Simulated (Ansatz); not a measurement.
Input file:

```yaml
crystal:
  periodic: [false, false, false]
  atoms:
    - { symbol: Ga, position_ang: [0.0, 0.0, 0.0] }
    - { symbol: H, position_ang: [1.2166, 0.0, 1.2856] }
    - { symbol: H, position_ang: [1.7216, 0.0, 0.4109] }
    - { symbol: C, position_ang: [-1.7147, 0.0, -0.99] }
    - { symbol: H, position_ang: [-2.2748, -0.9305, -0.7608] }
    - { symbol: H, position_ang: [-2.3188, 0.8797, -0.6846] }
    - { symbol: H, position_ang: [-1.513, 0.0508, -2.0803] }
basis:
  gaussian: { orbitals: def2-SVP }
hamiltonian:
  xc: pbe0
relax:
  f_tol: 0.15
  max_steps: 25
  restrain:
    - { distance: [1, 2], at: 1.86, k: 30.0 }
    - { distance: [0, 1], at: 1.57, k: 30.0 }
    - { distance: [0, 2], at: 1.57, k: 30.0 }
```

Command:

```bash
$ ansatz run input.yaml --threads 1 --pin off --max-ram 2048MiB --backend cpu --events-out ev --progress --plain --runs-dir out
```

Hardware: 1 thread of Intel(R) Xeon(R) 6975P-C (Granite Rapids) (shared host).

Q: Roughly how long does this run take, and how much memory?

A: 10 s, with a peak of 0.15 GiB, for 6 ionic steps.
